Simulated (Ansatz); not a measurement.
Species: SiN2H6, charge 0, singlet. SiN2H6 (SMILES [SiH2](N)N).
B3LYP-D3(BJ)/def2-TZVP minimum from Ansatz (a first-principles code):
```xyz
9

Si    -0.0549     0.4448     0.2234
N      1.4393    -0.3000    -0.1679
N     -1.3299    -0.5867    -0.2774
H     -0.3401     0.6701     1.6653
H      0.0385     1.7732    -0.4383
H      1.6856    -1.2152     0.1733
H      2.2496     0.2517    -0.3971
H     -2.2057    -0.6073     0.2185
H     -1.4254    -0.8934    -1.2321
```
Charge 0, spin multiplicity 1.

Atomisation energy term by term, kcal/mol (programs: Ansatz). UHF or UKS for unpaired electrons; spin-orbit terms are left out. Cores are frozen in correlated methods. Rows without X2C or -DK are non-relativistic. CBS(X,Y): correlation extrapolated as X^-3, Hartree-Fock from the larger set. A bracket is a step between two methods taken in the basis named. 'core' is core correlation in cc-pwCVTZ (1s frozen past Ne), 'X2C' scalar relativity in cc-pVTZ-DK, both at CCSD(T). For partners of very few electrons the exact lower level stands in for a higher one.

```
term                                       basis  kcal/mol
------------------  ----------------------------  --------
Hartree-Fock                         cc-pV(Q+d)Z    500.94
CCSD correlation    CBS(cc-pV(T+d)Z,cc-pV(Q+d)Z)    206.76
(T)                 CBS(cc-pV(T+d)Z,cc-pV(Q+d)Z)     10.12
CCSDT(Q) - CCSD(T)                   cc-pV(D+d)Z      0.62
core correlation                       cc-pwCVTZ      1.38
scalar relativity                X2C, cc-pVTZ-DK     -1.36
sum: De                                              718.5
```
